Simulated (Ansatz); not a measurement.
This geometry of F2H5NO2Zr (11 atoms, charge 0, multiplicity 1) is a first-order saddle point.

Computed with Ansatz, RKS PBE-D4/def2-SVP.

```xyz
11
Properties=species:S:1:pos:R:3
Zr 0.152 -0.224 0.003
N 0.046 -0.142 2.217
H -0.880 -0.130 2.665
H 0.617 0.555 2.715
F 1.798 0.419 -0.751
O -1.067 1.239 -0.311
H -1.789 1.877 -0.376
F -0.815 -1.607 -0.940
O 1.140 -1.960 1.076
H 0.827 -2.879 0.992
H 0.680 -1.382 1.939
```

Question: Which two structures does it join? (They come from a converged band through this point; their orientation in space is the band's.)

Answer: Bonds broken: O9–H11. Bonds formed: N2–H11.

First end point:

```xyz
11
Properties=species:S:1:pos:R:3
Zr 0.078 -0.117 0.138
N -0.016 -0.029 2.238
H -0.896 0.179 2.726
H 0.742 0.357 2.819
F 1.755 0.441 -0.628
O -1.158 1.261 -0.398
H -1.840 1.858 -0.731
F -0.872 -1.666 -0.567
O 1.300 -2.010 1.043
H 0.798 -2.782 0.714
H 0.821 -1.727 1.876
```

Last end point:

```xyz
11
Properties=species:S:1:pos:R:3
Zr 0.260 -0.406 -0.063
N 0.390 0.074 2.349
H -0.350 0.702 2.687
H 1.291 0.489 2.623
F 1.920 0.612 0.005
O -1.394 0.635 -0.005
H -2.296 0.762 -0.329
F 0.285 -0.996 -1.909
O 0.211 -2.220 0.737
H 0.098 -3.071 0.282
H 0.294 -0.819 2.852
```

Question: How far does it lie above each of them?

Answer: 1.7 kcal/mol above the first and 22.9 kcal/mol above the second. This is the barrier of this one path; another mechanism may lie lower. The orbitals stay closed-shell, which can raise the energy where a bond breaks towards radicals; this wasn't checked here.

Run time: 3.3 min on 4 threads of Arm Neoverse V1 (shared host), peak memory 0.19 GiB.
